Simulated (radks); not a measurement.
The numbers below are computed, except where a source is named.
All-electron atom: the strontium ion Sr4+ in [Ar] 3d10 4s1 4p5 (not the ground configuration). Level of theory: scalar-relativistic Kohn-Sham, PBE, spin-polarised, spherical densities, finite nucleus; open shells are filled with parallel spins first (spin-orbit coupling, left out, can overturn this in heavy ions); Fermi nuclear charge, rms radius 4.224 fm (a radial shooting solver on a logarithmic mesh with Libxc functionals). Some entries of the table are withheld. Estimate them.

| orbital | occ. | eigenvalue (hartree) | r(max) (bohr) |
|---|---|---|---|
| 1s up | 1 | -587.5350 | 0.02553 |
| 1s down | 1 | -587.5242 | 0.02553 |
| 2s up | 1 | -81.13616 | 0.1451 |
| 2s down | 1 | -81.12915 | 0.1451 |
| 2p up | 3 | -72.30163 | 0.1160 |
| 2p down | 3 | -72.29261 | 0.1160 |
| 3s up | 1 | -14.07625 | 0.4356 |
| 3s down | 1 | -14.06249 | 0.4357 |
| 3p up | 3 | -11.22341 | 0.4305 |
| 3p down | 3 | -11.20831 | 0.4306 |
| 3d up | 5 | -6.51307 | 0.3762 |
| 3d down | 5 | -6.49582 | 0.3762 |
| 4s up | 1 | -3.16144 | 1.166 |
| 4s down | 0 | -3.06523 | 1.164 |
| 4p up | 3 | -2.43892 | (1) |
| 4p down | 2 | -2.34721 | (2) |

Answer. 
(1) 4p up r(max) (bohr): 1.273
(2) 4p down r(max) (bohr): 1.276
